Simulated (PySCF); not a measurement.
Compound: C8H11NO.
Structure used (PBE0-D3(BJ)/def2-SVP), in Å, numbered top down from 1:
```
atom  x, y, z in Å
C1     3.181    1.578    0.030
C2     2.817    0.489    0.418
C3     2.348   -0.809    0.870
C4     0.843   -1.080    0.758
O5     0.380   -2.112    1.201
N6     0.117   -0.120    0.145
C7    -1.314   -0.242   -0.065
C8    -1.640   -0.584   -1.511
C9    -1.992    0.991    0.469
C10   -2.829    1.789   -0.195
H11    3.517    2.543   -0.303
H12    2.610   -0.972    1.928
H13    2.849   -1.616    0.310
H14    0.596    0.706   -0.199
H15   -1.608   -1.096    0.570
H16   -2.718   -0.756   -1.643
H17   -1.334    0.224   -2.194
H18   -1.110   -1.502   -1.803
H19   -1.739    1.225    1.510
H20   -3.114    1.602   -1.234
H21   -3.272    2.665    0.287
```

The closed-shell ground state was solved at several levels (PySCF, density fitting, gas phase, non-relativistic).

```csv
level,basis functions,total energy (Eh),HOMO (eV),LUMO (eV),gap (eV),dipole (D)
KT3/pcSseg-1,225,-448.2326,-5.92,-0.99,4.93,2.91
PBE0/pcSseg-1,225,-440.8051,-7.26,0.00,7.26,3.14
```

Question: What might PBE0/def2-SVPD (291 basis functions) give for the same quantities?

Answer: Total energy -440.5614 Eh, HOMO -7.31 eV, LUMO -0.11 eV, gap 7.20 eV, dipole 3.17 D.

Question: Over all these levels, which gives the widest orbital gap and which the narrowest?

Answer: PBE0/pcSseg-1 (global hybrid, 25 % exact exchange) has the widest, 7.26 eV, and KT3/pcSseg-1 (GGA) the narrowest, 4.93 eV. The two share the basis. From the narrowest to the widest the HOMO moves by -1.34 eV and the LUMO by +0.99 eV.

Question: How far do the dipole and the HOMO energy spread over the levels?

Answer: The dipole runs from 2.91 to 3.17 D (mean 3.07 D) and the HOMO from -7.31 to -5.92 eV.

One conformer stands for the species.
